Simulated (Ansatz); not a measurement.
Consider the ligand exchange at a B–N bond: `BNB` + `[NH2][GeH3]` → `B[NH][GeH3]` + `BN`.

Computed with Ansatz on PBE0-D4/def2-TZVP structures; ΔE is electronic, products minus reactants. CCSD(T)/CBS is the MP2 limit (def2-TZVPP, def2-QZVPP) plus CCSD(T) − MP2 in def2-TZVPP, frozen cores. This one scheme is used for every species. Functionals use def2-TZVPP. For Ge outer-core shells are correlated without core-valence functions, which leaves a few kJ/mol of doubt a bond. Scalar relativity is left out up to krypton.

| species | BHLYP-D4 energy (Eh) |
| --- | --- |
| `BNB` | -107.49304 |
| `[NH2][GeH3]` | -2134.73389 |
| `B[NH][GeH3]` | -2160.21530 |
| `BN` | -82.02854 |

**Question.** Work out ΔE.

**Answer.** ΔE = (-2160.21530) + (-82.02854) − (-107.49304) − (-2134.73389) = -0.01691 Eh = -44.4 kJ/mol. CCSD(T)/CBS gives -45.7 kJ/mol.

Largest T1 diagnostic among the species: 0.013.

At CCSD(T), def2-SVP lies −8.5 kJ/mol from the extrapolated value and def2-TZVPP −2.2 kJ/mol. Leaving LDA and LC-ωPBE aside and taking each functional with its dispersion term where it has one, the values, not all of them listed here, spread over 8.1 kJ/mol, from PBE-D4 to BHLYP-D4. LDA lies −7.0 kJ/mol from PBE without D4. In def2-TZVPP, CCSD(T) changes the Hartree–Fock value by −13.8 kJ/mol (the triples alone add −2.0 kJ/mol) and MP2 by −12.7 kJ/mol.
